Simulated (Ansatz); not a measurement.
Molecule: chloro-bis(prop-2-enyl)borane, C₆H₁₀BCl, charge 0, multiplicity 1. SMILES: C=CCB(Cl)CC=C
Coordinates optimised at B3LYP-D3(BJ)/def2-TZVP (Ansatz, a program for electronic structure):
```xyz
18

C      2.4981     0.9457     1.2512
C      1.6641     1.1869     0.2470
C      1.4591     0.2766    -0.9377
B      0.0555    -0.3966    -0.7456
Cl    -0.0104    -2.1031    -0.2672
C     -1.3025     0.3811    -0.8964
C     -2.0589     0.4444     0.4020
C     -2.3109     1.5575     1.0789
H      2.5825     1.6259     2.0886
H      3.1266     0.0629     1.2680
H      1.0435     2.0771     0.2791
H      2.2673    -0.4519    -1.0006
H      1.4540     0.8741    -1.8566
H     -1.1324     1.3905    -1.2785
H     -1.9097    -0.1530    -1.6391
H     -2.3859    -0.5089     0.8046
H     -2.8448     1.5366     2.0199
H     -1.9955     2.5291     0.7155
```

Property: vertical ionisation energy (to the doublet state of charge +1; each state is the SCF solution reached for its spin; for the doublet T1 is 0.050), in eV. Valence correlation only, unless marked. UHF or UKS for open shells. No spin-orbit coupling. No relativistic terms. 

```tsv
level	program	vertical ionisation energy (eV)
HF/aug-cc-pV(D+d)Z	Ansatz	8.21
SVWN5/def2-TZVPD	Ansatz	8.64
PBE/def2-TZVPD	Ansatz	8.44
PBE0/def2-TZVPD	Ansatz	8.80
BHLYP/def2-TZVPD	Ansatz	8.99
CAM-B3LYP/def2-TZVPD	Ansatz	9.15
B2PLYP/def2-TZVPD	Ansatz	8.97
CCSD/aug-cc-pV(D+d)Z	Ansatz	9.38
CCSD(T)/aug-cc-pV(D+d)Z	Ansatz	9.37
```
